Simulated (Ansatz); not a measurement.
Reaction (formal exchange of groups at a C–O bond): `CCCO` + `CCCCCCCO` → `CCCCCCCCCCO` + H₂O

Computed with Ansatz on PBE0-D4/def2-TZVP structures; ΔE is electronic, products minus reactants. CCSD(T)/CBS is the MP2 limit (def2-TZVPP, def2-QZVPP) plus CCSD(T) − MP2 in def2-TZVPP, frozen cores. This one scheme is used for every species. DFT in def2-TZVPP. One conformer a species, not always the lowest.

```
      species  r2SCANh-D4 energy (Eh)
       `CCCO`              -194.30982
   `CCCCCCCO`              -351.51664
`CCCCCCCCCCO`              -469.42181
          H₂O               -76.41866
```

Task: Work out ΔE.

Result: ΔE = (-469.42181) + (-76.41866) − (-194.30982) − (-351.51664) = -0.01401 Eh = -36.8 kJ/mol. CCSD(T)/CBS gives -47.5 kJ/mol.

Largest T1 diagnostic among the species: 0.009.

The D4 term adds −17.6 kJ/mol with B3LYP and −11.3 kJ/mol with PBE0; it sums over pairs of atoms, weighted by their polarisabilities, and B3LYP, whose exchange is more repulsive, gets the larger term. From BLYP to BHLYP (50 % exact exchange), in def2-TZVPP and without D4, ΔE moves by −9.5 kJ/mol.

B3LYP here is the variant with VWN-RPA as its local correlation; programs differ in this.
